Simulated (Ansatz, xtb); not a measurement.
## Two isomers of C3H8Se

Structure a: `CCC[SeH]`, a singlet. Structure b: `CC(C)[SeH]`, a singlet. Both are isolated molecules in the gas phase, relaxed with r2SCAN-D4/def2-SVP; the shapes shown needn't be the lowest conformers.

a (Å):

```yaml
atoms:
  - { symbol: C, position_ang: [-0.6132, 0.7790, -0.2939] }
  - { symbol: C, position_ang: [0.6943, -0.0073, -0.2383] }
  - { symbol: C, position_ang: [0.5458, -1.3068, 0.5400] }
  - { symbol: Se, position_ang: [2.2054, -2.3502, 0.7143] }
  - { symbol: H, position_ang: [-1.4138, 0.1948, -0.7768] }
  - { symbol: H, position_ang: [-0.9621, 1.0473, 0.7170] }
  - { symbol: H, position_ang: [-0.4924, 1.7134, -0.8636] }
  - { symbol: H, position_ang: [1.0398, -0.2337, -1.2629] }
  - { symbol: H, position_ang: [1.4903, 0.6026, 0.2224] }
  - { symbol: H, position_ang: [-0.2262, -1.9580, 0.1001] }
  - { symbol: H, position_ang: [0.2469, -1.1112, 1.5833] }
  - { symbol: H, position_ang: [2.3316, -2.6127, -0.7289] }
```

b (Å):

```tsv
atom	x (Å)	y (Å)	z (Å)
C	-0.6379	-1.8362	0.3588
C	-0.4073	-0.3704	0.0281
C	-1.6818	0.3373	-0.4116
Se	0.9210	-0.1470	-1.4379
H	-1.0315	-2.3794	-0.5149
H	0.2886	-2.3362	0.6801
H	-1.3710	-1.9259	1.1803
H	0.0204	0.1528	0.8990
H	-2.4402	0.2718	0.3862
H	-2.1043	-0.1327	-1.3152
H	-1.5064	1.4024	-0.6269
H	2.0034	-0.8503	-0.7310
```

Estimate E(b) − E(a) at the level CCSD(T)/def2-SVP + ΔMP2/def2-TZVPP.

Too close to call at this level: CCSD(T)/def2-SVP + ΔMP2/def2-TZVPP gives E(b) − E(a) = −0.061 eV.

How the difference moves with the method:

```json
{"level": "GFN2-xTB", "geometry": "GFN2-xTB", "E(b) − E(a) (eV)": "−0.002", "departure from the last row (eV)": "+0.059", "job, with rough time for the two": "optimisation, 0.69 s"}
{"level": "HF/STO-3G", "geometry": "GFN2-xTB", "E(b) − E(a) (eV)": "+0.068", "departure from the last row (eV)": "+0.129", "job, with rough time for the two": "single point, 2.4 s"}
{"level": "r2SCAN-D4/def2-SVP//GFN2-xTB", "geometry": "GFN2-xTB", "E(b) − E(a) (eV)": "−0.057", "departure from the last row (eV)": "+0.004", "job, with rough time for the two": "single point, 11 s"}
{"level": "r2SCAN-D4/def2-SVP", "geometry": "r2SCAN-D4/def2-SVP", "E(b) − E(a) (eV)": "−0.054", "departure from the last row (eV)": "+0.007", "job, with rough time for the two": "optimisation, 96 s"}
{"level": "HF/def2-SVP", "geometry": "r2SCAN-D4/def2-SVP", "E(b) − E(a) (eV)": "+0.002", "departure from the last row (eV)": "+0.063", "job, with rough time for the two": "part of the CCSD(T) run"}
{"level": "MP2/def2-SVP", "geometry": "r2SCAN-D4/def2-SVP", "E(b) − E(a) (eV)": "−0.067", "departure from the last row (eV)": "−0.006", "job, with rough time for the two": "part of the CCSD(T) run"}
{"level": "CCSD(T)/def2-SVP", "geometry": "r2SCAN-D4/def2-SVP", "E(b) − E(a) (eV)": "−0.053", "departure from the last row (eV)": "+0.008", "job, with rough time for the two": "single point"}
{"level": "CCSD(T)/def2-SVP + ΔMP2/def2-TZVPP", "geometry": "r2SCAN-D4/def2-SVP", "E(b) − E(a) (eV)": "−0.061", "departure from the last row (eV)": "", "job, with rough time for the two": "single point, 2 min"}
```

As drawn, both hold the same kinds of bond in the same numbers. Structure a has 1 methyl group, b 2.

HF/STO-3G puts the two in the other order. GFN2-xTB, HF/def2-SVP find them nearly level. The largest departure from CCSD(T)/def2-SVP + ΔMP2/def2-TZVPP is that of HF/STO-3G, 0.129 eV. The last row adds to CCSD(T) the change of the MP2 difference between the two basis sets, here −0.008 eV.

With harmonic frequencies from r2SCAN-D4/def2-SVP (ideal gas, rigid rotor, one conformer each, 298.15 K, 1 atm): the zero-point term adds −0.011 eV; ΔH is −0.072 and ΔG −0.061 eV.

The correlated steps freeze 12 core orbitals; the filled d shell of Se is correlated, in a basis made for valence electrons. Run with Ansatz 0.2.0, xtb 6.7.1; the last row on 2 threads of AMD EPYC (Zen 3) on a shared host.
